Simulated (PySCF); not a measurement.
Cartesian coordinates (Å):
```xyz
5

Zn     0.0060     0.1673    -0.0107
S     -2.0832    -0.1310     0.4667
H     -1.9962     0.6372     1.5780
S      2.0902     0.4690    -0.5074
H      2.4730    -0.6253     0.1914
```
Charge 0, spin multiplicity 1.

**Question.** Give the HOMO, dipole moment and charge on the central atom (Mulliken) at the level TPSSh-D3(BJ)/def2-TZVP // r2SCAN-D4/def2-SVP in PySCF 2.14.0.

**Answer.** 
```yaml
HOMO: -6.88 eV
dipole_moment: 0.202 e·Å
charge on the central atom (Mulliken): 0.39 e
```
